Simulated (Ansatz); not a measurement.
A CCSD(T) single point on CH₃BrFGe (`[CH3][Ge]([F])[Br]`) radical.

```yaml
crystal:
  periodic: [false, false, false]
  atoms:
    - {symbol: C, position_ang: [-0.079591, 0.910387, -0.064255]}
    - {symbol: Ge, position_ang: [-0.325424, -0.931599, 0.568623]}
    - {symbol: F, position_ang: [1.220977, -1.398798, 1.230271]}
    - {symbol: Br, position_ang: [-0.676718, -2.342890, -1.237154]}
    - {symbol: H, position_ang: [-0.973559, 1.234186, -0.595002]}
    - {symbol: H, position_ang: [0.115267, 1.560036, 0.788297]}
    - {symbol: H, position_ang: [0.780148, 0.900678, -0.736580]}
basis:
  gaussian: {orbitals: def2-TZVPP}
magnetization: {spin_polarized: true, initial_magnetization: 1}
correlation: {method: ccsd_t}
scf: {omitted_lower_state_checks: [cluster_reference]}
output: {orbitals: {seedname: orbitals}}
```

```sh
$ ansatz run in.yaml --threads 2 --pin off --events-out ev --progress --plain --max-ram 31744MiB --backend cuda --devices 0, --max-vram 18GiB
```

Output of Ansatz, abridged:

```
Functional definition: HF
  name "HF"
  cite "Fock, Z. Phys. 61, 126 (1930) doi:10.1007/BF01340294"
  parent pbe
  exchange = exact_x
  correlation = 0
these checks for a lower state are left out or cut short: cluster_reference
1271 factors; integrals over basis functions are off by at most 8.7e-4 eV
mean field evaluation 1: about -130256.7993 eV, gradient 2.6e1 eV
mean field evaluation 2: about -130256.8045 eV, gradient 2.6e1 eV
mean field evaluation 4: about -130259.9831 eV, gradient 2.9e0 eV
mean field evaluation 8: about -130260.0949 eV, gradient 1.8e-1 eV
mean field -130260.09590429 eV, -4786.9702310183 hartree, gradient 4.9e-6 eV, S^2 0.758506; 0 other end points of the search recorded, 0 dependent functions left out
20 core orbitals not correlated: weight in the atoms' cores, before any rotation towards them, 1.000 or more for the frozen orbitals, at most 0.000 for the correlated occupied ones
reference -130260.09590429 eV, -4786.9702310183 hartree; 23, 22 occupied and 157, 158 virtual orbitals, 1271 factors
second order -25.27722005 eV of doubles, -0.00000000 eV of singles
cycle   1  -24.99157482 eV  change    2.9e-1 eV  update   1.1e-1
cycle   2  -25.58939482 eV  change   -6.0e-1 eV  update   3.4e-2
cycle   3  -25.71975190 eV  change   -1.3e-1 eV  update   1.9e-2
cycle   4  -25.70817666 eV  change    1.2e-2 eV  update   6.1e-3
cycle   5  -25.70372874 eV  change    4.4e-3 eV  update   3.2e-3
cycle   6  -25.70576172 eV  change   -2.0e-3 eV  update   1.4e-3
cycle   7  -25.70562148 eV  change    1.4e-4 eV  update   6.5e-4
cycle   8  -25.70559672 eV  change    2.5e-5 eV  update   2.6e-4
cycle   9  -25.70572843 eV  change   -1.3e-4 eV  update   1.2e-4
cycle  10  -25.70567098 eV  change    5.7e-5 eV  update   5.2e-5
cycle  11  -25.70566486 eV  change    6.1e-6 eV  update   2.4e-5
perturbative correction -0.91204181 eV, -0.0335169182 hartree
Total energy: -130286.71361095 eV, -4787.9484136961 hartree
Checks for a lower state left out: cluster_reference
```

Run time 8 s (2 threads of an AMD EPYC 7R13 on a shared host and a share of an NVIDIA H100 80 GB); peak host memory 0.83 GiB.

The correlation energy is -26.618 eV, 3.4 % of it from (T); the T1 diagnostic reads 0.0119.
